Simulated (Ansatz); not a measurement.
Basis-set extrapolation for C₂H₅FSi₂ (`F[SiH2]C1=C[SiH2]1`) (PBE0-D4/def2-TZVP geometry, frozen core, Ansatz). Multiplicity 1, RHF reference.

|  | def2-TZVPP | def2-QZVPP |
| --- | --- | --- |
| HF | -756.048809 | -756.075345 |
| MP2 correlation | -0.796410 | -0.858853 |
| CCSD(T) correlation | -0.870621 | not run |

Energies in hartree. Use E(X) = E(∞) + A·exp(−7.88·√X) for Hartree–Fock and E(X) = E(∞) + B·X^(−2.97) for correlation, with X = 3 and 4, and add CCSD(T) minus MP2 of the smaller set to the MP2 limit.

What is the CCSD(T) energy at the basis-set limit?

HF limit: -756.075345 + (-0.026536) × 0.13774 = -756.07900. MP2 limit: -0.858853 + (-0.062443) × 0.74074 = -0.90511. Higher-order term: -0.870621 − (-0.796410) = -0.07421. Total: -757.05832 hartree, 364.7 kJ/mol below CCSD(T)/def2-TZVPP.
